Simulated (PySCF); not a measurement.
Species: C₂H₅OSi (doublet state).
Z-matrix (Å and degrees, GFN2-xTB geometry), rows numbered from 1:
```
C 
Si  1  1.8229
C   2  1.9447  1  101.29
O   3  1.1983  2  123.80  1    94.91
H   1  1.0768  2  122.63  3    84.43
H   1  1.0767  2  122.08  3   -84.60
H   2  1.4648  1  114.46  3  -111.91
H   2  1.4586  1  115.09  3   114.70
H   3  1.1092  2  115.98  1   -80.88
```

The hyperfine couplings belong to this conformer and change with its torsions.

The species is `[CH2][SiH2]C=O` [radical].

The calculation used UKS B3LYP, pcH-1 on C H O Si, non-relativistic, mean-field spin-orbit, GIAO in PySCF. One conformer (not necessarily the lowest) at the GFN2-xTB geometry, without solvent, vibrations or thermal averaging. A GFN2-xTB geometry isn't a minimum of the functional, and hyperfine couplings can be far from their values at a DFT geometry. The SCF solution wasn't tested for stability.

Question: Where do the isotropic ENDOR lines of H5/H6, H7/H8 and H9 fall at 341.6 mT, to first order?

Answer: For S = 1/2 in fast tumbling each set of equivalent nuclei gives two lines, ν± = |νn ± a/2| to first order, with νn = g_N μN B/h and μN/h = 7.62259 MHz/T.

```json
{"nuclei": "H5/H6", "isotope": "1H", "g_N": "5.5857", "νn (MHz)": "14.54", "a_iso (MHz)": "-55.15", "lower line (MHz)": "13.03", "upper line (MHz)": "42.12"}
{"nuclei": "H7/H8", "isotope": "1H", "g_N": "5.5857", "νn (MHz)": "14.54", "a_iso (MHz)": "25.42", "lower line (MHz)": "1.83", "upper line (MHz)": "27.26"}
{"nuclei": "H9", "isotope": "1H", "g_N": "5.5857", "νn (MHz)": "14.54", "a_iso (MHz)": "23.65", "lower line (MHz)": "2.72", "upper line (MHz)": "26.37"}
```

Question: Which pairs are centred on the nuclear Larmor frequency, and which on half the coupling?

Answer: Centred on νn, since |a| < 2νn: H7/H8 and H9. Centred on |a|/2 and split by 2νn: H5/H6.

Question: At what field would the lower line of H5/H6 fall to zero frequency?

Answer: Where νn = |a|/2, that is B = 27.57 MHz/(5.5857 × 7.62259 MHz/T) = 648 mT, as far as first order holds there.

Means are taken over nuclei equivalent by connectivity, which assumes that they swap fast. The 1H value of +25.4 MHz is a mean of couplings from 22.9 to 27.9 MHz in this one geometry, not an average over conformers.

The largest Mulliken spin population is on C1 (+0.99). The angles at C1 add up to 359.2°, so it is planar; its axial dipolar tensor and the negative couplings of its protons fit spin in a p orbital normal to that plane.
